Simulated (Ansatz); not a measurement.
Basis sets compared for (HZn-mu-F)2 (Zn2H2F2). Total charge 0; singlet. Geometry r2SCAN-D4/def2-SVP. Ansatz on 2 threads of Arm Neoverse V1 on a shared host; times are rough, and most runs start from earlier orbitals.

```xyz
6

Zn    0.123   -1.359   -0.542
H     0.250   -2.762   -1.105
F     1.013   -0.188    0.701
Zn   -0.122    1.359    0.542
H    -0.247    2.764    1.100
F    -1.017    0.186   -0.696
```

The 6-31G sets use Cartesian d functions. B3LYP takes the VWN-RPA correlation.

Binding counts from free atoms (Zn singlet, H doublet, F doublet) in the same basis, without a counterpoise term.

```csv
level,functions,energy (Eh),HOMO (eV),LUMO (eV),binding per atom (eV),wall time
HF/6-31G,80,-3755.1027,-11.60,1.72,1.90,0.7 s
HF/def2-TZVP,170,-3755.8274,-11.73,1.60,1.77,3.7 s
PBE-D4/def2-SVP,100,-3758.3487,-7.16,-1.20,2.56,1.6 s
PBE-D4/def2-TZVP (with forces),170,-3759.1287,-7.54,-1.64,2.41,3.8 s
r2SCAN-D4/def2-TZVP,170,-3759.7535,-7.83,-1.26,2.50,7 s
B3LYP-D4/6-31G,80,-3759.1918,-8.36,-0.86,2.65,2.2 s
B3LYP-D4/def2-TZVP,170,-3759.9689,-8.63,-1.08,2.35,5.5 s
PBE0-D4/def2-SVP,100,-3758.4090,-8.49,-0.35,2.49,2.4 s
PBE0-D4/def2-TZVP (with forces),170,-3759.1660,-8.79,-0.73,2.37,8.5 s
```

**Question.** Estimate the rows for PBE-D4/def2-TZVPD, r2SCAN-D4/def2-TZVPD, PBE0-D4/def2-TZVPD.

**Answer.** 
```csv
level,functions,energy (Eh),HOMO (eV),LUMO (eV),binding per atom (eV),wall time
PBE-D4/def2-TZVPD,200,-3759.1330,-7.54,-1.70,2.42,4.4 s
r2SCAN-D4/def2-TZVPD,200,-3759.7577,-7.82,-1.28,2.51,12 s
PBE0-D4/def2-TZVPD,200,-3759.1701,-8.77,-0.82,2.38,8 s
```
